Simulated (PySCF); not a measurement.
Dissociation curve of AuH, singlet.

Method: PySCF 2.14.0 with CCSD(T) on UHF/def2-SVP, def2 effective core potentials past Kr.

Question: Relative to R = 1.54 Å, what are the energies at R = 1.30, 1.81, 3.10, 6.15 Å?

Answer: 28.6 mEh at 1.30 Å, 18.2 mEh at 1.81 Å, 105.4 mEh at 3.10 Å, 109.0 mEh at 6.15 Å.

The unrestricted determinant behind UCCSD(T) is spin-contaminated at 2.06 to 6.15 Å (<S²> up to 1.0, against 0.00 for a pure singlet).
